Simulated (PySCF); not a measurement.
C₆ coefficients of unlike pairs at UHF

Calculated with PySCF 2.14 from the dipole response of each species, C₆(A,B) = (3/π) ∫ α_A(iu) α_B(iu) du, in atomic units, from isotropic polarisabilities. For ions this is the dispersion term alone; charge-induced terms of lower order in 1/R come first.

```json
{"species": "He", "configuration": "1s2 (1S)", "basis": "aug-cc-pVTZ-DK (4s3p2d)", "relativity": "spin-free X2C", "α (bohr³)": "1.316", "C₆ (like pair)": "1.377"}
{"species": "Al⁺", "configuration": "[Ne] 3s2 (1S)", "basis": "aug-cc-pV(5+d)Z (8s7p6d4f3g2h)", "relativity": "none", "α (bohr³)": "26.43", "C₆ (like pair)": "140.5"}
{"species": "Co", "configuration": "[Ar] 3d7 4s2 (4F)", "basis": "x2c-TZVPPall with one added diffuse shell each of s, p, d, f type (7s6p5d3f1g)", "relativity": "spin-free X2C", "α (bohr³)": "70.29", "C₆ (like pair)": "640.5"}
{"species": "Sn", "configuration": "[Kr] 4d10 5s2 5p2 (3P)", "basis": "aug-cc-pVQZ-PP with ECP28MDF (7s7p5d3f2g)", "relativity": "core potential", "α (bohr³)": "57.17", "C₆ (like pair)": "631.2"}
```

Question: Estimate C₆ for Co with Al⁺.

Answer: The integral gives 295.0. The combination rule 2 C_A C_B / (C_A α_B/α_A + C_B α_A/α_B) gives 292.9 and the geometric mean 300.0.

No spin-orbit coupling is included.

The other pairs:

| pair | C₆ |
| --- | --- |
| Sn, He | 24.62 |
| Sn, Co | 625.4 |
| Co, He | 22.22 |
| Al⁺, He | 11.32 |
| Sn, Al⁺ | 297.3 |
